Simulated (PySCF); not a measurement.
H$_{2}$Cl$_{2}$Ge (SMILES [Cl][GeH2][Cl]), singlet, at a GFN2-xTB geometry. Base run: HF/def2-SVP, polarisability (PySCF).

Here is a job for PySCF.
```python
from pyscf import gto, scf
from pyscf.prop import polarizability

mol = gto.Mole()
mol.atom = '''
    Ge   -0.00860003   -0.58938329    0.02820039
    Cl    1.70729545    0.61500705   -0.03103886
    Cl   -1.68862398    0.66459961   -0.03018686
    H    -0.01992524   -1.38698293    1.31396840
    H    -0.02228886   -1.50606486   -1.17554390
'''
mol.basis = 'def2-svp'
mol.verbose = 4
mol.build()

mf = scf.RHF(mol)
mf.kernel()
alpha = mf.Polarizability().polarizability()[2, 2]
print('alpha_zz =', alpha)
```

Each row names what was changed in the base input (with any setting that the change needs).

```json
[
 {"change": "base", "alpha_zz (bohr³)": "32.41", "basis functions": "78", "core-seconds (rough)": "3"},
 {"change": "functional = camb3lyp", "alpha_zz (bohr³)": "(withheld)", "basis functions": "78", "core-seconds (rough)": "30"},
 {"change": "finite field (a.u.) = 0.05; conv_tol = 1e-11", "alpha_zz (bohr³)": "32.55", "basis functions": "78", "core-seconds (rough)": "2"},
 {"change": "finite field (a.u.) = 0.001; conv_tol = 1e-6", "alpha_zz (bohr³)": "32.41", "basis functions": "78", "core-seconds (rough)": "2"},
 {"change": "finite field (a.u.) = 2e-4; conv_tol = 1e-6", "alpha_zz (bohr³)": "32.23", "basis functions": "78", "core-seconds (rough)": "2"},
 {"change": "functional = pbe", "alpha_zz (bohr³)": "35.04", "basis functions": "78", "core-seconds (rough)": "10"},
 {"change": "basis = 6-31G*", "alpha_zz (bohr³)": "31.37", "basis functions": "72", "core-seconds (rough)": "3"},
 {"change": "finite field (a.u.) = 0.001; conv_tol = 1e-11", "alpha_zz (bohr³)": "32.41", "basis functions": "78", "core-seconds (rough)": "2"},
 {"change": "finite field (a.u.) = 0.02; conv_tol = 1e-11", "alpha_zz (bohr³)": "32.44", "basis functions": "78", "core-seconds (rough)": "2"},
 {"change": "finite field (a.u.) = 0.005; conv_tol = 1e-11", "alpha_zz (bohr³)": "32.41", "basis functions": "78", "core-seconds (rough)": "2"},
 {"change": "basis = aug-cc-pVDZ", "alpha_zz (bohr³)": "45.25", "basis functions": "108", "core-seconds (rough)": "6"},
 {"change": "basis = cc-pVDZ", "alpha_zz (bohr³)": "33.05", "basis functions": "73", "core-seconds (rough)": "3"}
]
```

**Question.** Complete the blanks.

**Answer.** 
- functional = camb3lyp, alpha_zz (bohr³): 33.91

Finite-field rows take the second difference of the energy in a field along z; a small field with loose convergence shows SCF noise divided by the square of the field, and a large one adds hyperpolarisability.
